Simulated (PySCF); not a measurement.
3-chlorothiophenol, C₆H₅ClS

Cartesian coordinates in Å; atom numbers follow the order of the lines, from 1:
```xyz
13

S     2.6413    0.0013    0.0272
C     0.8793    0.0882    0.0434
C     0.1666   -1.1176    0.0867
C    -1.2241   -1.1024    0.1009
C    -1.9301    0.0985    0.0727
C    -1.2106    1.2905    0.0298
Cl   -2.0584    2.8014   -0.0061
C     0.1824    1.3007    0.0148
H     2.8651    1.3306   -0.0143
H     0.7046   -2.0679    0.1093
H    -1.7717   -2.0472    0.1348
H    -3.0203    0.1193    0.0836
H     0.7084    2.2562   -0.0192
```

Level of theory: quadratic response CAM-B3LYP/aug-cc-pVDZ first hyperpolarisability, Taylor convention, gas phase in PySCF 2.14.0. Geometry: PBE0-D3(BJ)/def2-SVP.

(1) Give the tensor of the second harmonic β(−2ω;ω,ω) at 1064 nm in the axes of these coordinates.

Answers

(1) In au, Taylor convention; rows are the first index (the induced dipole):
```
       xx      yy     zz     xy     xz     yz
x  +324.3   -76.3  -72.1  +58.2   -6.7   -0.1
y   +58.1  +110.3  +35.2  -72.1   -0.2   -0.5
z    -6.6    -0.5   -0.8   -0.2  -69.2  +32.8
```
Norm of βᵢ = ⅓ Σⱼ (βᵢⱼⱼ + βⱼᵢⱼ + βⱼⱼᵢ): 271.1 au, hyper-Rayleigh value 144.9 au.
